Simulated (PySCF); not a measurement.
Molecule: C3H9S, charge 1, multiplicity 1. It need not be the lowest isomer of its formula. 
Structure (B3LYP-D3(BJ)/def2-TZVP (Ansatz) minimum search):
```xyz
13

C     -2.4296     0.2316    -0.2236
C     -1.0249     0.4197     0.3536
C     -0.0132    -0.3343    -0.5000
S      1.6693    -0.1964     0.2680
H     -2.7208    -0.8194    -0.2237
H     -3.1500     0.7790     0.3826
H     -2.4948     0.6095    -1.2447
H     -0.7717     1.4826     0.3750
H     -0.9917     0.0527     1.3820
H      0.0607     0.0395    -1.5190
H     -0.1953    -1.4097    -0.5117
H      1.9078     1.1157     0.0463
H      2.4536    -0.6089    -0.7542
```
Charge +1, spin multiplicity 1.

Dispersion corrections to the total energy (kcal/mol) from the dftd3 and dftd4 libraries through PySCF: D3(BJ) without and D4 with the three-body term, each with the damping fitted for the functional named.

```
functional      D3(BJ)          D4
----------  ----------  ----------
BLYP            -12.56      -10.33
B3LYP       (withheld)       -7.35
LC-wPBE     (withheld)       -5.07
HF              -46.64      -17.44
PBE              -6.04       -4.59
BP86             -9.12  (withheld)
BHLYP            -7.78       -5.15
```

Q: Some entries are withheld; supply them.

A: 
- B3LYP, D3(BJ): -10.20
- LC-wPBE, D3(BJ): -5.45
- BP86, D4: -6.01
